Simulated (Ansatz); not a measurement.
`OBCCO` + `CC` → `CCCBO` + CH₃OH  (formal exchange of groups at a C–C bond)

Computed with Ansatz on PBE0-D4/def2-TZVP structures; ΔE is electronic, products minus reactants. CBS: MP2 limit from def2 TZ/QZ plus the TZ coupled-cluster correction, frozen cores. This one scheme is used for every species. Functionals use def2-TZVPP. B3LYP here is the variant with VWN-RPA as its local correlation; programs differ in this. Each species was taken in one conformer, which may not be the lowest.

```csv
level,ΔE (kJ/mol),difference from CCSD(T)/CBS
PBE-D4,13.9,2.6
B3LYP-D4,13.8,2.5
ωB97X-V,13.6,2.3
ωB97M-V,13.6,2.3
PBE,15.7,4.4
MP2/def2-TZVPP,12.1,0.8
CCSD(T)/def2-TZVPP,12.6,1.3
SCS-MP2/def2-QZVPP,12.0,0.7
MP2/CBS(def2),10.9,-0.4
CCSD/CBS(def2),11.8,0.5
CCSD(T)/CBS,11.3,0
```

Largest T1 diagnostic among the species: 0.012.

In def2-TZVPP, CCSD(T) changes the Hartree–Fock value by −4.1 kJ/mol (the triples alone add −0.5 kJ/mol) and MP2 by −4.5 kJ/mol.
